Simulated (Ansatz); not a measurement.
A nudged elastic band was laid between two geometries of BF2HO + H2 (7 atoms, charge 0, multiplicity 1).

Method: Ansatz 0.2.0, RKS PBE0-D4/cc-pVDZ.

```yaml
movable_images: 7
climbing_image: yes
spring: 5.0 eV/Å²
optimiser: quadratic models (default)
start_path: through a guess of the saddle point
force_threshold: 0.05 eV/Å
iteration_limit: 60
end_points: relaxed
```

Initial state:

```xyz
7
Properties=species:S:1:pos:R:3
B -0.045 -0.439 0.153
O -0.027 -0.672 1.480
H -0.913 -0.644 1.858
F 1.094 -0.441 -0.527
F -1.180 -0.213 -0.516
H 0.035 2.534 0.626
H 0.248 2.155 1.252
```

Final state:

```xyz
7
Properties=species:S:1:pos:R:3
B 0.127 0.551 -0.052
O -0.226 0.403 1.681
H 0.107 -0.485 1.888
F 0.810 -0.625 -0.229
F -1.158 0.531 -0.533
H 0.745 1.585 -0.125
H -1.193 0.321 1.696
```

(1) What changes between the two ends?

(2) Give the energies along the band, and the barrier.

(3) What is the geometry of the highest image?

## Answers

(1) Bonds broken: H6–H7. Bonds formed: B1–H6, O2–H7. BF2HO + H2 becomes BF2H3O.

(2) The run converged. The highest image is number 3 of 0 to 8, 171.0 kJ/mol above the first end and 106.4 kJ/mol above the last; the last end lies 64.6 kJ/mol above the first. Neighbouring images differ by up to 1.3 eV, so the band resolves the path poorly. A vibrational analysis at the climbing image gives one clearly imaginary mode, 1386i cm⁻¹: a first-order saddle point. The orbitals stay closed-shell, which can raise the energy where a bond breaks towards radicals; this wasn't checked here.

| image | path coordinate (Å) | energy (kJ/mol) | H6–H7 (Å) | B1–H6 (Å) | O2–H7 (Å) |
| --- | --- | --- | --- | --- | --- |
| 0 | 0.00 | 0.0 | 0.76 | 3.01 | 2.85 |
| 1 | 0.63 | 4.2 | 0.76 | 2.45 | 2.46 |
| 2 | 1.26 | 45.1 | 0.78 | 1.91 | 1.88 |
| 3 | 1.90 | 171.0 | 1.05 | 1.39 | 1.25 |
| 4 | 2.49 | 89.2 | 1.73 | 1.23 | 0.98 |
| 5 | 3.08 | 70.2 | 2.33 | 1.21 | 0.97 |
| 6 | 3.67 | 69.3 | 2.51 | 1.21 | 0.97 |
| 7 | 4.26 | 66.9 | 2.75 | 1.21 | 0.97 |
| 8 | 4.85 | 64.6 | 2.94 | 1.21 | 0.97 |

(3) 
```xyz
7
Properties=species:S:1:pos:R:3:forces:R:3
B 0.012 0.232 0.124 0.02 -0.01 0.00
O 0.020 -0.095 1.631 -0.01 0.00 0.00
H -0.879 -0.360 1.884 0.01 0.00 0.01
F 1.137 -0.155 -0.501 0.00 0.00 0.00
F -1.183 -0.044 -0.454 0.00 0.00 0.00
H 0.084 1.601 0.358 0.00 0.02 -0.01
H 0.020 1.102 1.284 -0.01 -0.01 0.00
```

Run time: 2.9 min on 1 thread of Arm Neoverse V2 (shared host), peak memory 0.14 GiB.
